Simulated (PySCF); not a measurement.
Electron correlation in Hf (hafnium, neutral)

[Xe] 4f14 5d4, high-spin 5D determinant (an excited configuration). All numbers are calculated (PySCF 2.14, the spin-free X2C one-electron Hamiltonian (Gaussian nucleus), in x2c-TZVPPall with one added diffuse shell each of s, p, d, f type (12s8p8d4f1g, 113 functions)). Frozen: [Kr] 4d10 4f14; 12 electrons correlated.

MP2 pair energies summed by pair of shells (mhartree):

```
 pair  energy  share (%)
5p-5p  -79.58       36.5
5p-5d  -72.66       33.3
5d-5d  -34.65       15.9
5s-5p  -19.33        8.9
5s-5d   -7.28        3.3
5s-5s   -4.49        2.1
```

Total MP2 correlation energy: -217.99 mhartree.

Same-spin part -89.92 and opposite-spin part -128.08 mhartree; SCS-MP2 scales them by 1/3 and 6/5 to -183.66 mhartree.

This basis was not built for core-valence correlation, so the inner-shell part is incomplete.
